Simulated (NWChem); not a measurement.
Species: C2H2BrF; SMILES C=C(F)Br

```xyz
6

C     -1.2134     1.6367     0.0000
C     -0.0821     0.9464     0.0000
F      1.1219     1.5170     0.0000
Br     0.0357    -0.9537     0.0000
H     -2.1739     1.1404     0.0000
H     -1.1740     2.7208     0.0000
```
Atoms are numbered in this order, from 1.

Results from NWChem. Structure relaxed at the B3LYP/6-31G* (spherical d) level. GIAO values for the isolated, static molecule; σ is the absolute isotropic shielding, δ = σ(reference) − σ with the isolated reference molecule computed at the same levels (13C: tetramethylsilane, 19F: trichlorofluoromethane, 1H: tetramethylsilane). Spin-orbit effects, on the heavy nuclei and on their neighbours, are missing.

Problem. Predict the results for KT2/pcSseg-1. Quantities: δ C1 (ppm); δ C2 (ppm); δ F3 (ppm); σ Br4 (ppm); δ H5 (ppm); δ H6 (ppm).

Solution. 
- δ C1 (ppm) = 92.8
- δ C2 (ppm) = 161.5
- δ F3 (ppm) = -74.2
- σ Br4 (ppm) = 1867.2
- δ H5 (ppm) = 4.63
- δ H6 (ppm) = 4.94
